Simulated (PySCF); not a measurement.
F₃S, SMILES F[S+](F)F, charge +1.

The structure is a stationary point at PBE-D3(BJ)/def2-TZVP. The isomer is the one that the SMILES or the coordinates give; other isomers of the formula were not compared.

These are PBE-D3(BJ)/def2-TZVP (PySCF) values and carry that method's errors.

Frequencies are harmonic and unscaled.

Modes within 1.5 cm⁻¹ of each other (mostly degenerate sets) share a row, with their intensities summed.

Computed vibrational spectrum:
```csv
mode,ν (cm⁻¹),IR (km/mol),moving atoms (share of kinetic energy)
1–2,356,12.3,"F 89 %, S 11 %"
3,492,22.2,"F 73 %, S 27 %"
4,917,72.2,"F 63 %, S 37 %"
5–6,925,347.9,"F 58 %, S 42 %"
```
